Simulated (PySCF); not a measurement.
Species: C7H9P.
Numbering: `[CH3:1][c:2]1[cH:3][cH:4][cH:5][p:6][c:7]1[CH3:8]`

Cartesian coordinates in Å at the GFN2-xTB level; atoms count from 1:
```xyz
17
C7H9P angstrom
C     -0.901   -1.726    0.074
C      0.015   -0.537    0.019
C      1.388   -0.759    0.011
C      2.337    0.248   -0.038
C      2.015    1.586   -0.085
P      0.403    2.214   -0.091
C     -0.533    0.742   -0.023
C     -2.024    0.923   -0.009
H     -1.553   -1.750   -0.799
H     -0.331   -2.651    0.105
H     -1.536   -1.681    0.958
H      1.737   -1.783    0.046
H      3.382   -0.034   -0.038
H      2.815    2.315   -0.122
H     -2.275    1.981   -0.048
H     -2.485    0.427   -0.864
H     -2.460    0.498    0.895
```

Probes without a nucleus sit at each ring's centroid and 1 Å off its mean plane on both sides; NICS is minus the shielding there, NICSzz its component along the normal. Level: GIAO PBE0/pcSseg-1 (PySCF, non-relativistic, gas phase) on the GFN2-xTB geometry, one conformer.

Ring bond lengths (Å), with Mayer bond orders in brackets: C2–C3 1.391 (1.42), C3–C4 1.384 (1.46), C4–C5 1.378 (1.46), C5–P6 1.730 (1.31), P6–C7 1.746 (1.32), C7–C2 1.391 (1.37).

Question: Give the NICS values of each ring in ppm.

Answer: 
| ring | type | NICS(0) | NICS(1), two faces | NICS(1)zz, two faces | rms pucker (Å) | centre to ring atoms, mean (Å) |
| --- | --- | --- | --- | --- | --- | --- |
| C2–C3–C4–C5–P6–C7 | 6-membered ring with P; formal bonds all aromatic | -7.4 | -10.6 / -10.6 | -26.1 / -26.2 | 0.00 | 1.50 |

Question: What do they say, and how far can they be read as aromaticity?

Answer: 
- C2–C3–C4–C5–P6–C7: mean NICS(1)zz -26.2 ppm, shielded.

Question: How equal are the bonds by HOMA? Use HOMA with the parameters of Krygowski (1993).

Answer: 
- C2–C3–C4–C5–P6–C7: HOMA 0.93; the largest term is that of P6–C7, α(R − Ropt)² = 0.27.

Question: Give the inner angles of the rings and the Hirshfeld charges of the ring atoms.

Answer: 
- C2–C3–C4–C5–P6–C7: C2 122.3° (+0.010 e), C3 124.1° (-0.049 e), C4 123.2° (-0.048 e), C5 124.8° (-0.113 e), P6 101.1° (+0.072 e), C7 124.4° (-0.048 e); sum 720.0° against 720° for a flat convex ring.

Question: How shielded are the nuclei of the rings and their hydrogens (means over atoms taken as equivalent)?

Answer: 
| atoms | environment | σ isotropic (ppm) |
| --- | --- | --- |
| C2 | substituted aromatic carbon | 40.1 |
| C3 | aromatic CH carbon | 50.0 |
| C4 | aromatic CH carbon | 49.6 |
| C5 | aromatic CH carbon | 23.2 |
| P6 | phosphorus bonded to 2 C | 88.6 |
| C7 | substituted aromatic carbon | 9.1 |
| H12 | aromatic hydrogen | 24.09 |
| H13 | aromatic hydrogen | 23.72 |
| H14 | aromatic hydrogen | 22.77 |
